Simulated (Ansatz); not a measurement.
TiS2, relaxed as a singlet with RKS PBE0-D4/def2-TZVP in Ansatz, starting from the GFN2-xTB geometry. Force threshold 0.02 eV/Å.

The relaxation made no stability test and no search for a lower SCF solution. The structure comes from a short search, and lower isomers may exist.

Start:

```
atom   x (Å)   y (Å)   z (Å)
 Ti1  -1.096   0.302   1.225
  S2  -0.604   0.535  -1.773
  S3   1.700  -0.837   0.548
```

| step | energy (eV) | largest force component (eV/Å) | SCF passes |
| --- | --- | --- | --- |
| 1 | -44766.4855 | 3.355 | 165 |
| 2 | -44768.4541 | 4.004 | 71 |
| 3 | -44770.9790 | 6.249 | 84 |
| 4 | -44773.2601 | 4.918 | 37 |
| 5 | -44774.2437 | 1.085 | 32 |
| 6 | -44774.3688 | 0.982 | 24 |
| 7 | -44774.5148 | 0.376 | 31 |
| 8 | -44774.5217 | 0.105 | 25 |
| 9 | -44774.5221 | 0.011 | 26 |

Force components are those of the run's own axes.

End:

```xyz
3

Ti   -0.489    0.133    0.561
S    -0.874    0.600   -1.413
S     1.363   -0.733    0.851
```

By distances, no bond broke or formed. The bond that changes most is Ti1–S3, from 3.09 to 2.07 Å (atoms count from 1).

No frequencies were taken in this run, so the end may be a saddle point.

It took 14 s on 4 threads of Arm Neoverse V1 on a shared host.
